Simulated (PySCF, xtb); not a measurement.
Cl2FGeH2N, SMILES [F][Ge]([NH2])([Cl])[Cl]. One conformer was computed; it need not be the lowest.

Harmonic wavenumbers (cm⁻¹) from GFN2-xTB run with xtb at its own minimum, in rising order: 91, 126, 139, 150, 178, 201, 335, 384, 456, 509, 652, 769, 1446, 3423, 3458.

Task: What does PySCF with B3LYP-D3(BJ)/def2-SVP give at its own minimum? (Estimate from the structure and the level; the computed values follow.)

Result: 59, 154, 169, 196, 223, 252, 410, 451, 492, 717, 754, 892, 1531, 3536, 3638. Paired by order, the mean absolute difference is 81 cm⁻¹ and the zero-point energies are 17.6 and 19.3 kcal/mol.
